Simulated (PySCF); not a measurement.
F3Zr, neutral, multiplicity 2. Atoms are numbered in the order given.

```xyz
4

Zr     0.0000     0.0000     0.0000
F      1.9148     0.0000     0.0000
F     -0.9574    -1.6583     0.0000
F     -0.9574     1.6583     0.0000
```
Charge 0, spin multiplicity 2.

Coordinates come from a B3LYP-D3(BJ)/def2-TZVP optimisation. The multiplicity is an assumed one; other spin states were not compared. The isomer is the one that the SMILES or the coordinates give; other isomers of the formula were not compared. The def2 effective core potentials stand for the cores of Zr; spin–orbit coupling is left out.

Level of theory: PBE/def2-TZVPD run with PySCF.

Isolated molecule, no solvent.

```yaml
total_energy: -346.68189 hartree
point_group: D3h
"α spin, highest occupied and lowest empty level": -4.87 and -2.99 eV
"β spin, highest occupied and lowest empty level": -9.87 and -3.33 eV
dipole_moment: 0.00 D
quadrupole, principal values (traceless, Buckingham form, about the centre of nuclear charge): -3.42, -3.42, 6.84 D·Å
mean_static_polarisability: 51.6 bohr³ (7.65 Å³)
polarisability_principal_values: 44.5, 44.5, 65.9 bohr³
"⟨S²⟩": 0.751 (pure state 0.75)
```
